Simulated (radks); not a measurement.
The numbers below are computed, except where a source is named.
Q: The mean radii <r> (bohr) of the occupied orbitals of an atom or ion are listed with their occupations. Level of theory: scalar-relativistic Kohn-Sham, exchange-only LDA, spin-polarised, spherical densities, point nucleus (a radial shooting solver on a logarithmic mesh with Libxc functionals).

orbital  occ.      <r>
1s          2  0.01898
2s          2  0.07913
2p          6  0.07031

Name the element and its charge. Open shells, if any, are filled with parallel spins first.

A: Z = 72, hafnium, charge +62: Hf62+ in [Ne]. The 1s radius gives Z: for a bare nucleus <r> = (2 gamma + 1)/(2Z) with gamma = sqrt(1 - (Z/c)^2), 0.01876 bohr for Z = 72, and screening makes it slightly larger (0.01898 here). The occupations add up to 10, and the charge is Z minus that.
